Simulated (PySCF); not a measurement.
How methods differ on the electron affinity of Fe

Fe⁻ [Ar] 3d7 4s2 (4F) → Fe [Ar] 3d6 4s2 (5D), as a difference of total energies. Computed with PySCF 2.14 in x2c-TZVPPall with one added diffuse shell each of s, p, d, f type (7s6p5d3f1g, 80 functions), with scalar relativity by spin-free X2C-1e. Correlated levels: valence and next inner shell: [Ne] frozen. The calculations carry no spin-orbit coupling.

```json
{"method": "UHF", "electron affinity (eV)": "-2.282", "difference from reference (eV)": "-2.435"}
{"method": "MP2 (valence and next inner shell)", "electron affinity (eV)": "0.125", "difference from reference (eV)": "-0.028"}
{"method": "SCS-MP2 (valence and next inner shell)", "electron affinity (eV)": "-0.007", "difference from reference (eV)": "-0.160"}
{"method": "CCSD (valence and next inner shell)", "electron affinity (eV)": "-0.406", "difference from reference (eV)": "-0.559"}
{"method": "CCSD(T) (valence and next inner shell)", "electron affinity (eV)": "-0.126", "difference from reference (eV)": "-0.279"}
```

Reference: 0.153 eV (measured; photodetachment measurements, as compiled on the Wikipedia data page of electron affinities).

The reference lies between the lowest fine-structure levels, while these numbers refer to the centres of the terms.

Errors of the correlated levels include the incompleteness of this basis and the frozen core.

A negative affinity means that the anion lies above the atom at that level of theory.

The coupled-cluster amplitudes are large for Fe⁻ (T1 above 0.03 or a double amplitude above 0.15), so a single reference is strained.
